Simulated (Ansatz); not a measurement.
BF3H2Se. The species carries charge 0 and has multiplicity 1. The bonds changed during the relaxation, so this is another structure than the one it started from. The geometry is a stationary point of PBE0-D4/def2-TZVP. It is one conformer, not always the lowest.

```xyz
7

F     1.809   -0.459    0.756
B     0.579   -0.928    0.756
F    -0.297   -0.460    1.621
F     0.281   -1.991    0.038
Se   -0.307    0.982   -1.438
H    -0.334    2.136   -0.533
H    -1.731    0.720   -1.200
```

**Question.** What is the dipole moment at B3LYP/def2-TZVPP? (Best estimate.)

**Answer.** Ansatz gave: 1.43 D, with components (-0.87, 1.05, -0.41) D in this frame, pointing from negative to positive charge.

**Question.** And with PBE, r2SCAN, ωB97M-V? (An estimate is asked.)

**Answer.** Computed: PBE 1.47 D, r2SCAN 1.48 D, ωB97M-V 1.39 D.

**Question.** Give the Mulliken charges with B3LYP, ωB97M-V, PBE in def2-TZVPP. (Estimate.)

**Answer.** Ansatz gave: 
```csv
atom,B3LYP,ωB97M-V,PBE
F1,-0.22,-0.22,-0.19
B2,0.62,0.61,0.50
F3,-0.23,-0.22,-0.19
F4,-0.22,-0.22,-0.19
Se5,-0.09,-0.13,-0.09
H6,0.07,0.10,0.08
H7,0.07,0.10,0.08
```

B3LYP here is the variant with VWN-RPA as its local correlation; programs differ in this.
